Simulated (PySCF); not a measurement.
Relaxation of triplet Zr3

These are results of UPBE0 in PySCF with Zr def2-TZVP with ECP28; scalar-relativistic core potentials, no spin–orbit coupling; density-fitted integrals, not measurements. A (50,194) grid was used.

A hand-made obtuse triangle start, of C2v symmetry, held to at least that symmetry:

```xyz
3
charge 0 multiplicity 3, angstrom
Zr    0.0000   -1.2320    0.0000
Zr    2.4024    0.6160    0.0000
Zr   -2.4024    0.6160    0.0000
```

At each step, columns x, y, z (Å) and Fx, Fy, Fz (eV/Å):

```
step 0  E − E(last) = 210.17 kJ/mol
Zr   0.000  -1.232   0.000  -0.140   1.106   0.000
Zr   2.402   0.616   0.000  -1.050  -0.498   0.000
Zr  -2.402   0.616   0.000   1.190  -0.608   0.000
step 1  E − E(last) = 194.24 kJ/mol
Zr   0.000  -1.217   0.000  -0.072   1.039   0.000
Zr   2.341   0.609   0.000  -1.147  -0.491   0.000
Zr  -2.341   0.609   0.000   1.219  -0.548   0.000
step 2  E − E(last) = 176.79 kJ/mol
Zr   0.000  -1.211   0.000   0.004   0.966   0.001
Zr   2.270   0.606   0.000  -1.248  -0.483  -0.001
Zr  -2.270   0.606   0.000   1.245  -0.482  -0.001
step 3  E − E(last) = 157.75 kJ/mol
Zr   0.000  -1.215   0.000   0.094   0.872   0.001
Zr   2.190   0.608   0.000  -1.318  -0.474   0.000
Zr  -2.190   0.608   0.000   1.224  -0.398  -0.001
step 4  E − E(last) = 137.87 kJ/mol
Zr   0.000  -1.227   0.000   0.285   0.840  -0.001
Zr   2.104   0.614   0.000  -1.430  -0.545   0.000
Zr  -2.104   0.614   0.000   1.145  -0.294   0.001
step 5  E − E(last) = 102.62 kJ/mol
Zr   0.000  -1.243   0.000   0.000   1.683   0.000
Zr   2.014   0.622   0.000  -1.925  -0.842   0.000
Zr  -2.014   0.622   0.000   1.925  -0.841   0.000
step 6  E − E(last) = 61.25 kJ/mol
Zr   0.000  -1.229   0.000   0.000   1.393   0.000
Zr   1.908   0.615   0.000  -1.759  -0.697   0.000
Zr  -1.908   0.615   0.000   1.759  -0.697   0.000
step 7  E − E(last) = 8.44 kJ/mol
Zr   0.000  -1.174   0.000   0.000  -1.251   0.000
Zr   1.645   0.587   0.000   0.150   0.625   0.000
Zr  -1.645   0.587   0.000  -0.150   0.625   0.000
step 8  E − E(last) = 0.16 kJ/mol
Zr   0.000  -1.261   0.000   0.000  -0.020   0.000
Zr   1.605   0.630   0.000  -0.101   0.010   0.000
Zr  -1.605   0.630   0.000   0.101   0.010   0.000
step 9  E − E(last) = 0.10 kJ/mol
Zr   0.000  -1.274   0.000  -0.001  -0.004   0.000
Zr   1.578   0.637   0.000   0.092   0.002   0.000
Zr  -1.578   0.637   0.000  -0.092   0.002   0.000
step 10  E − E(last) = 0.00 kJ/mol
Zr   0.000  -1.268   0.000   0.000   0.000   0.000
Zr   1.590   0.634   0.000  -0.003   0.000   0.000
Zr  -1.590   0.634   0.000   0.003   0.000   0.000
```

It ends at C2v with Zr–Zr 2.480 Å (×2), Zr–Zr 3.180 Å; Zr–Zr–Zr 50.1° (×2), Zr–Zr–Zr 79.8°. No frequency check is given, so it may be a saddle point. Other isomers or separated fragments may lie lower.

The determinant is spin-contaminated (⟨S²⟩ = 2.24, pure value 2.00). With open d or f shells other occupations or spin states may lie lower. At this level a quintet minimum of C2v symmetry lies 64 kJ/mol below this structure.

The relaxation took 79 s on 4 threads of a shared Arm Neoverse V2 host, with 120 basis functions and 11 gradients; the process peaked at 0.65 GiB.
